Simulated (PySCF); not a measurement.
H₄N₂Zn. Atoms are numbered in the order given.

```xyz
7

Zn     0.0000     0.0000     0.0200
N     -0.0654    -1.8134    -0.0876
H      0.7698    -2.2848    -0.4158
H     -0.4019    -2.3095     0.7294
N      0.0654     1.8134    -0.0876
H     -0.7698     2.2848    -0.4158
H      0.4019     2.3095     0.7294
```
Charge 0, spin multiplicity 1.

Geometry optimised at TPSSh-D3(BJ)/def2-TZVP. The values are those of a single conformer.

All values below come from B3LYP/pcSseg-1 (PySCF).

GIAO shieldings, no solvent; atoms listed in one row are averaged. δ = σ(ref) − σ: ¹⁵N against NH3 (σ = 265.5 ppm); ¹H against TMS (σ = 31.68 ppm), references at their B3LYP-D3(BJ)/def2-TZVP geometries, non-relativistic.

Computed chemical shifts:
| nucleus | atoms | count | δ (ppm) |
|---|---|---|---|
| ¹⁵N | N2, N5 | 2 | -19.2 |
| ¹H | H6, H3 | 2 | -0.53 |
| ¹H | H4, H7 | 2 | -0.62 |
